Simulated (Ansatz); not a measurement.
BeS, closed-shell singlet (the spin of the measured ground state), most abundant isotopes (9.0122 and 31.9721 u). Constants from fifth-degree fits in 1/R to seven points on the lowest solution found; no spin–orbit coupling, no relativity up to Kr; ω_e x_e and α_e move by some per cent with the fit.

Correlated levels freeze the cores. CBS: X⁻³ extrapolation of the correlation energy, Hartree–Fock from the larger set.

Programs: Ansatz (Gaussian orbitals). Each number belongs to the level named beside it.

```json
[
 {"level": "PBE/def2-TZVPP", "r_e (Å)": "1.7593", "ω_e (cm⁻¹)": "975.8", "ω_e x_e (cm⁻¹)": "5.56", "α_e (cm⁻¹)": "0.00634"},
 {"level": "CCSD(T)/CBS(aug-cc-pV(Q+d)Z, aug-cc-pV(5+d)Z)", "r_e (Å)": "1.7480", "ω_e (cm⁻¹)": "996.1", "ω_e x_e (cm⁻¹)": "5.84", "α_e (cm⁻¹)": "0.00648"}
]
```

D_e from total energies of the atoms and the molecule: 3.69 eV at PBE/def2-TZVPP.

**Question.** Derive the rotational constants, the centrifugal constant, the fundamental, the zero-point energy and the force constant, and test the Morse rule for the well depth.

**Answer.** 
μ = 7.03046 u.
- PBE/def2-TZVPP: B_e = 16.8576/(μ r_e²) = 0.77474 cm⁻¹; B₀ = B_e − α_e/2 = 0.77157 cm⁻¹; D = 4B_e³/ω_e² = 1.95e-06 cm⁻¹; fundamental ω_e − 2ω_e x_e = 965 cm⁻¹; zero-point energy ω_e/2 − ω_e x_e/4 = 487 cm⁻¹; k = μ(2πcω_e)² = 394 N/m; the line J = 1 ← 0 at 2B₀ = 46.26 GHz; a Morse well would hold ω_e²/(4ω_e x_e) = 5.30 eV against the computed D_e of 3.69 eV
- CCSD(T)/CBS(aug-cc-pV(Q+d)Z, aug-cc-pV(5+d)Z): B_e = 16.8576/(μ r_e²) = 0.78474 cm⁻¹; B₀ = B_e − α_e/2 = 0.78149 cm⁻¹; D = 4B_e³/ω_e² = 1.95e-06 cm⁻¹; fundamental ω_e − 2ω_e x_e = 984 cm⁻¹; zero-point energy ω_e/2 − ω_e x_e/4 = 497 cm⁻¹; k = μ(2πcω_e)² = 411 N/m; the line J = 1 ← 0 at 2B₀ = 46.86 GHz

Measured for the ground state: r_e 1.7415 Å [Huber and Herzberg (1979), NIST Chemistry WebBook]; ω_e 997.94 cm⁻¹ [Irikura, J. Phys. Chem. Ref. Data 36, 389 (2007)].

Ansatz is an electronic-structure program.
